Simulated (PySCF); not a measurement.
## Polarisability and C₆ of In²⁺ (indium, charge +2)

[Kr] 4d9 5s2, 2D determinant (an excited configuration). All numbers are calculated (PySCF 2.14, scalar relativity by spin-free X2C-1e, in aug-cc-pwCVTZ-DK3 with one added diffuse shell each of s, p, d, f type (11s10p8d5f1g, 125 functions)). Coupled (time-dependent) response in atomic units; α is the mean over directions.

```tsv
method	mean α (bohr³)	α xx, yy, zz	C₆ (like pair)	S(−4)
UHF	19.35	19.60, 19.60, 18.85	116.0	162.1
PBE	16.08	16.27, 16.27, 15.72	93.80	104.2
```

S(−4) is the Cauchy moment in α(ω) = α(0) + S(−4) ω² + …

Spin-orbit coupling is absent.

α(iu) at PBE:

```tsv
u (hartree)	α(iu) (bohr³)
0	16.08
0.0500	15.83
0.100	15.12
0.200	12.92
0.300	10.59
0.500	7.204
0.750	4.953
1.00	3.742
1.50	2.477
2.00	1.806
3.00	1.096
5.00	0.5215
```

A single London oscillator, α(iu) = α/(1 + u²/ω²), gives C₆ = (3/4) ω α². Matching the computed C₆ needs ω = 4 × 93.80 / (3 × 16.08²) = 0.484 hartree.

For an ion, C₆ is the dispersion term alone; charge-induced terms of lower order in 1/R come first.

The components differ because the open shell of this determinant is not spherical; for a pure term their mean is the scalar polarisability.
